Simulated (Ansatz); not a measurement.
Stepwise reaction of `NB(O[SiH3])O[SiH3]` with hydrogen sulfide, as a gas-phase model of exchange steps in deposition or etching. ΔE in kJ/mol.

Isolated molecules relaxed with PBE0-D4/def2-TZVP in Ansatz; ΔE leaves out vibrations. CCSD(T)/CBS is the MP2 limit (def2-TZVPP, def2-QZVPP) plus CCSD(T) − MP2 in def2-TZVPP, frozen cores. This one scheme is used for every species. Functionals use def2-TZVPP. B3LYP here is the variant with VWN-RPA as its local correlation; programs differ in this. One conformer a species, not always the lowest.

| step | reaction | PBE-D4 | B3LYP-D4 | ωB97M-V | CCSD(T)/CBS |
| --- | --- | --- | --- | --- | --- |
| 1 | `NB(O[SiH3])O[SiH3]` + H₂S → `NB(S)O[SiH3]` + `O[SiH3]` | 51.8 | 66.2 | 63.9 | 61.1 |

**Question.** Give the row of step 2, `NB(S)O[SiH3]` + H₂S → `NB(S)S` + `O[SiH3]`. (An estimate is asked.)

**Answer.** Computed: 
```
step                                     reaction  PBE-D4  B3LYP-D4  ωB97M-V  CCSD(T)/CBS
   2  `NB(S)O[SiH3]` + H₂S → `NB(S)S` + `O[SiH3]`    46.2      60.6     58.1         55.7
```

**Question.** By hand: ΔE of the 2 steps together at CCSD(T)/CBS.

**Answer.** (61.1) + (55.7) = 116.8 kJ/mol, or 58.4 kJ/mol a step.

In ΔE each step is lower than the one before. All are uphill at CCSD(T)/CBS. PBE-D4 differs from CCSD(T)/CBS by -9.5 to -9.3 kJ/mol a step. Isolated molecules leave out the surface, adducts and barriers. Largest T1 diagnostic: 0.012.
